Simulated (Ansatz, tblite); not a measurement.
Cost and result up the ladder for CdMeCl (CH₃CdCl) (6 atoms). Charge 0, multiplicity 1. Geometry: PBE0-D4/def2-TZVP.

```xyz
6

Cd   -0.746   -0.665   -0.658
C     0.559    0.499    0.493
H     0.065    1.427    0.782
H     1.452    0.731   -0.087
H     0.845   -0.051    1.390
Cl   -2.174   -1.940   -1.920
```

Ansatz on 4 threads of Intel Xeon Platinum 8488C on a shared host; xTB runs through tblite on one thread. Times are rough, summed over both states, and most runs start from the orbitals of an earlier one. PBE0-D4/def2-TZVP serves as the yardstick here, not as an exact answer. The other state is a triplet.

In the def2 sets Cd takes a core potential; there is no spin–orbit coupling. The xTB rows come from tblite.

xTB has no spin-polarisation term.

```
                          level  functions  vertical triplet (eV)  difference from PBE0-D4/def2-TZVP (eV)
            r2SCAN-D4/def2-TZVP        126                   5.20                                   -0.12
PBE0-D4/def2-TZVP (with forces)        126                   5.32                                    0.00
                       GFN2-xTB         20                   5.06                                   -0.27
                       GFN1-xTB         23                   5.01                                   -0.31
```

(1) Estimate how long each takes.

Results:

(1) GFN1-xTB 0.006 s; GFN2-xTB 0.006 s; PBE0-D4/def2-TZVP (with forces) 3 s; r2SCAN-D4/def2-TZVP 5.8 s. On shared hardware such times vary by a factor of up to 3.
